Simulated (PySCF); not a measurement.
GeH, SMILES [GeH] (connectivity only; charge and spin as stated), charge +1, multiplicity 1. Coordinates come from a PBE0-D3(BJ)/def2-TZVPD optimisation. The spin state was assumed, not searched.

PySCF with TDA-CAM-B3LYP/def2-TZVPD puts the lowest singlet excitations at 3.25, 3.25, 9.56, 10.72, 10.72, 10.83 eV.

Question: What are the lowest excitation roots from PySCF with ADC(3)/aug-cc-pVDZ? (The exact figures need the calculation; the answer reports its results.)

Answer: 3.15, 3.15, 7.38, 9.45, 9.45, 9.58 eV. S1 differs by -0.09 eV (second minus first; roots are paired by order, and the bases may differ).
